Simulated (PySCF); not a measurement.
## Electronic structure of K⁻ (potassium, charge -1) at the UHF level

Configuration: [Ar] 4s2, closed-shell 1S. All numbers are calculated (PySCF 2.14, the non-relativistic Hamiltonian (point nucleus), in dyall-acv3z (25s18p7d3f, 135 functions)).

- Total energy: -599.161849 hartree
- One-electron energy: -826.0715 hartree
- Hartree (Coulomb) energy: 259.6254 hartree
- Exchange energy: -32.7157 hartree
- Kinetic energy: 599.16171 hartree
- ⟨S²⟩: 0.0000
- ⟨L²⟩: 0.000
- Sum of ⟨r⟩: 29.14 bohr
- Sum of ⟨r²⟩: 160.8 bohr²
- Density at the nucleus (Gaussians lack the cusp): 4530 bohr⁻³
- Langevin diamagnetic susceptibility: -127 ×10⁻⁶ cm³/mol
- Time after the integrals: roughly 7 core-seconds

```tsv
shell	electrons	mean orbital energy (eV)	rms radius, mean of both spins (bohr)
1s	2	-3630.4	0.0944
2s	2	-391.04	0.420
2p	6	-310.20	0.388
3s	2	-44.330	1.37
3p	6	-22.713	1.56
4s	2	-0.280	8.40
```

The outer electron is barely bound at this level, so radii and moments hang on the diffuse functions.
